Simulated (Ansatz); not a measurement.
Cost and result up the ladder for Ge(OAc)H3 (C2H6GeO2) (11 atoms). Charge 0, multiplicity 1. Geometry: PBE0-D4/def2-SVP.

```xyz
11

C    -0.505   -0.037    0.418
C    -1.989    0.029    0.206
Ge    2.011    0.003   -0.458
O     0.190    0.087   -0.708
O     0.035   -0.188    1.490
H    -2.508   -0.048    1.167
H    -2.302   -0.788   -0.460
H    -2.250    0.972   -0.295
H     2.373   -1.373    0.108
H     2.446    1.168    0.434
H     2.498    0.175   -1.902
```

Ansatz on 4 threads of Arm Neoverse V2 on a shared host. Times are rough, and most runs start from the orbitals of an earlier one. PBE0-D4/def2-TZVP serves as the yardstick here, not as an exact answer. Differences are given only for rows in sets of like size (and for xTB, whose basis is part of the method), since another set adds its own error. Binding counts from free atoms at the same level (C triplet, Ge triplet, O triplet, H doublet; other spins of the atoms weren't run), without zero-point energy or a counterpoise term.

LC-ωPBE has ω = 0.4 bohr⁻¹. Correlated methods freeze 13 core orbitals; core or outer-core shells of Ge are correlated, in sets that lack core-valence functions. The rows differ in basis, and correlated rows in double-zeta sets carry the largest basis error.

Correlated methods converge slowly with the basis, most of all in double-zeta sets.

```tsv
level	functions	wall time	binding energy per atom (eV)	difference from PBE0-D4/def2-TZVP (eV)
HF/STO-3G	44	0.15 s	3.28	–
PBE-D4/def2-SVP	118	0.95 s	4.04	–
PBE0-D4/def2-SVP	118	1.4 s	3.94	–
HF/def2-TZVP	208	1.6 s	2.77	-1.13
PBE-D4/def2-TZVP (with forces)	208	2.2 s	4.00	0.10
LC-ωPBE/def2-TZVP	208	2.4 s	3.90	0.00
MP2/def2-TZVP	208	2.6 s	3.86	-0.05
BHLYP-D4/def2-TZVP	208	3 s	3.76	-0.15
PBE0-D4/def2-TZVP	208	3.3 s	3.91	0.00
r2SCAN-D4/def2-TZVP	208	4 s	3.93	0.02
CCSD(T)/def2-SVP	118	12 s	3.73	–
```
